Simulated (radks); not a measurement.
Values are calculated unless marked as measured or tabulated.
Removal energies from the chromium ion Cr11+, [Ne] 3s2 3p1, by Delta-SCF beside the eigenvalue of the level emptied. Level of theory: scalar-relativistic Kohn-Sham, PBE, spin-polarised, spherical densities, finite nucleus; Fermi nuclear charge, rms radius of each element as measured or else 0.836 A^(1/3) + 0.57 fm (a radial shooting solver on a logarithmic mesh with Libxc functionals). Open shells are filled with parallel spins first.

removed from   final configuration  Delta-SCF (eV)  -eigenvalue (eV)
3p                        [Ne] 3s2          297.25            283.68
3s                    [Ne] 3s1 3p1          323.56            310.81
2p            [He] 2s2 2p5 3s2 3p1          890.67            851.41
2s            [He] 2s1 2p6 3s2 3p1          990.47            955.93
